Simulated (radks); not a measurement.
All-electron atom: In2+ in [Kr] 4d10 5s0.5 5d0.5 (fractional occupations, a model configuration).

Method: non-relativistic Kohn-Sham, LDA (Slater exchange, Perdew-Wang correlation), spin-polarised, spherical densities, point nucleus; open shells are filled with parallel spins first (spin-orbit coupling, left out, can overturn this in heavy ions); relativity is left out, which matters for an element this heavy; computed with a radial shooting solver on a logarithmic mesh with Libxc functionals.

Energy parts (eV):
part                       energy
total                 -156087.798
kinetic                155998.073
electron-nucleus      -370572.281
Hartree                 62575.351
exchange-correlation    -4088.942

Orbitals (lengths in bohr, moments of r in powers of bohr; r(90%) holds 90 % of the orbital's charge):
orbital,occ.,eigenvalue (eV),<r>,<1/r>,r(90%)
1s up,1,-26786.52,0.03108,48.43,0.0553
1s down,1,-26786.50,0.03108,48.43,0.0553
2s up,1,-3940.440,0.1344,11.05,0.207
2s down,1,-3940.426,0.1344,11.05,0.207
2p up,3,-3683.325,0.1147,11.06,0.186
2p down,3,-3683.311,0.1147,11.06,0.186
3s up,1,-760.6022,0.3623,3.964,0.532
3s down,1,-760.5818,0.3623,3.964,0.532
3p up,3,-655.1634,0.3534,3.888,0.530
3p down,3,-655.1429,0.3534,3.888,0.530
3d up,5,-459.0643,0.3246,3.746,0.512
3d down,5,-459.0449,0.3246,3.746,0.512
4s up,1,-130.4542,0.8784,1.566,1.27
4s down,1,-130.4052,0.8782,1.566,1.27
4p up,3,-95.9785,0.9344,1.454,1.38
4p down,3,-95.9183,0.9339,1.454,1.38
4d up,5,-39.6162,1.155,1.157,1.80
4d down,5,-39.4727,1.150,1.161,1.79
5s up,0.5,-24.7363,2.388,0.5367,3.47
5s down,0,-23.9657,2.374,0.5413,3.45
5p up,0,-17.9215,2.814,0.4513,4.12
5p down,0,-17.0701,2.810,0.4534,4.13
6s up,0,-9.5285,5.198,0.2494,7.32
5d up,0.5,-9.4537,4.209,0.2995,6.17
6s down,0,-9.0285,5.335,0.2414,7.52
5d down,0,-8.7167,4.349,0.2894,6.42
4f up,0,-5.3250,5.720,0.2047,8.50
4f down,0,-4.8545,6.206,0.1887,9.21
6d up,0,-4.4937,8.343,0.1623,11.9
6d down,0,-4.2965,8.653,0.1569,12.4

The highest occupied level is 5d up at -9.454 eV. The configuration is held as typed, so some empty levels lie below it. The density falls to 0.001 e/bohr^3 at r = 3.93 bohr. Summed over all electrons, <r^2> = 39.29 bohr^2, which gives a Langevin (diamagnetic) susceptibility term of -31.1 x 10^-6 cm^3/mol. The spin density at the nucleus is 8.577 e/bohr^3 (1s 0.031, 2s 0.007, 3s -0.006, 4s -0.037, 5s 8.583).
